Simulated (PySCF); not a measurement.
# Kr+: ionisation energy

Kr+ [Ar] 3d10 4s2 4p5 (2P) → Kr(2+) [Ar] 3d10 4s2 4p4 (3P), as a difference of total energies. All numbers are calculated (PySCF 2.14, a scalar-relativistic core potential, in aug-cc-pV5Z-PP with ECP10MDF (8s7p6d4f3g2h, 136 functions)). Correlated levels: valence: 3s2 3p6 3d10 frozen. The calculations carry no spin-orbit coupling.

| method | ionisation energy (eV) |
| --- | --- |
| UHF | 23.231 |
| LDA | 24.551 |
| PBE | 24.251 |
| PBE0 | 24.302 |
| r2SCAN | 24.398 |
| BHandHLYP | 24.286 |
| B97-3 | 24.299 |
| B3LYP | 24.413 |
| MP2 (valence) | 24.257 |
| SCS-MP2 (valence) | 24.285 |

Question: How much does correlation contribute at MP2 (valence)?

Answer: 24.257 − (23.231) = 1.026 eV, measured against UHF.

The reference lies between the lowest fine-structure levels, while these numbers refer to the centres of the terms.

For comparison: 24.360 eV (measured; NIST Atomic Spectra Database, ionization energies).
